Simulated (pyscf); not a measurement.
1,1-elimination: H₃Si–SiH(Cl)–Cl -> H₃Si–Cl + :HSi–Cl [singlet]

Gas phase, singlet surface, charge 0. Bonds broken: Si1–Si2, Si2–Cl3. Bonds formed: Si1–Cl3. Single points on ωB97X-D3(BJ)/def2-SVP structures (PySCF, gas phase). MP2 and CC: frozen core, UHF for open shells. ΔMP2 is the change of the MP2 total energy from the triple- to the quadruple-zeta basis.

Transition state (Å):

```xyz
8

Si     0.7495     0.5518     0.4516
Si    -1.2026    -1.1270     0.8284
Cl     0.7055    -0.9099     2.2162
Cl    -1.0259    -3.0889     0.1635
H      0.9996    -0.0578    -0.8794
H      2.0737     1.0658     0.9248
H     -0.1637     1.7227     0.4981
H     -2.2016    -1.2472     1.9465
```

One imaginary mode, 291i cm⁻¹; descent along it reached the two sides named, in the forms told below.

```json
[
 {"bond": "Si1–Si2", "change": "breaks", "reactant side (Å)": "2.322", "saddle": "2.6", "product side": "3.4"},
 {"bond": "Si2–Cl3", "change": "breaks", "reactant side (Å)": "2.064", "saddle": "2.369", "product side": "2.7"},
 {"bond": "Si1–Cl3", "change": "forms", "reactant side (Å)": "3.5", "saddle": "2.292", "product side": "2.108"}
]
```

Electronic energies relative to the reactant's lowest minimum found (kcal/mol):

```tsv
level	barrier	reaction energy	reverse barrier
ωB97X-D3(BJ)/def2-TZVP	51.1	+54.3	-3.2
PBE/def2-TZVP	43.8	+47.4	-3.6
r²SCAN/def2-TZVP	48.1	+51.9	-3.8
B3LYP-D3(BJ)/def2-TZVP	48.0	+46.8	1.2
PBE0-D3(BJ)/def2-TZVP	48.0	+52.1	-4.1
M06-2X/def2-TZVP	47.3	+45.7	1.7
ωB97M-D3(BJ)/def2-TZVP	47.5	+44.6	2.9
HF/def2-TZVP	59.6	+41.4	18.2
MP2/def2-QZVPP	50.6	+50.4	0.2
CCSD/def2-TZVPP	52.1	+45.0	7.1
CCSD(T)/def2-TZVPP	50.2	+46.0	4.2
CCSD(T)/def2-TZVPP + ΔMP2(QZVPP)	50.1	+47.0	3.1
```

With CCSD(T)/def2-TZVPP + ΔMP2(QZVPP) energies and thermal terms (ideal gas, 1 atm, RRHO with modes under 100 cm⁻¹ raised to 100, one conformer, R ln 2 for chiral ones without a mode under 150 cm⁻¹), in kcal/mol:

```csv
T (K),ΔH‡,ΔG‡,ΔH,ΔG
298,49.2,49.8,+45.2,+34.6
600,48.7,50.7,+44.2,+24.2
900,48.1,51.9,+43.1,+14.4
1200,47.5,53.2,+42.0,+5.1
```

On the product side the descent ends in a bound adduct, 9.2 kcal/mol under the separated species and 6.0 kcal/mol under the saddle at ωB97X-D3(BJ)/def2-TZVP. At ωB97X-D3(BJ), PBE, r²SCAN, PBE0-D3(BJ) the saddle lies under the separated products, which points to a path from their complex (located at ωB97X-D3(BJ) alone), and parting the products costs more than the saddle. One saddle was located; it need not be the lowest between these sides. The CCSD(T) − MP2 part came from Ansatz, without density fitting, on the same reference.
